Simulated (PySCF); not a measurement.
5-ethenylidene-2H-furan (C6H6O), SMILES C(=C1OCC=C1)=C.

Coordinates come from a PBE-D3(BJ)/def2-SVP optimisation. Other conformers were not sampled.

Two levels are set side by side: TDDFT-PBE/def2-SVPD (PySCF) and TDDFT-CAM-B3LYP/def2-SVPD (PySCF). Vertical, same geometry. The lowest singlet is HOMO→LUMO+1 100 % with PBE and HOMO→LUMO+1 91 % with the other functional; states are paired by order. Differences are taken from unrounded values.

```
quantity                               TDDFT-CAM-B3LYP  TDDFT-PBE  TDDFT-PBE minus TDDFT-CAM-B3LYP
-------------------------------------  ---------------  ---------  -------------------------------
lowest singlet excitation (eV)                    4.28       3.83                            -0.45
lowest triplet excitation (TDA) (eV)              2.98       2.77                            -0.21
first bright state (f over 0.05) (eV)             4.95       4.08                            -0.87
its oscillator strength                           0.44       0.22                            -0.22
```

Functionals without exact exchange tend to place singlet excitations lower, as here. Differences between two approximate levels are no errors against the true value.

Rough cost on one machine, each run with all the roots and properties that it gave: TDDFT-CAM-B3LYP against TDDFT-PBE about 8 times.
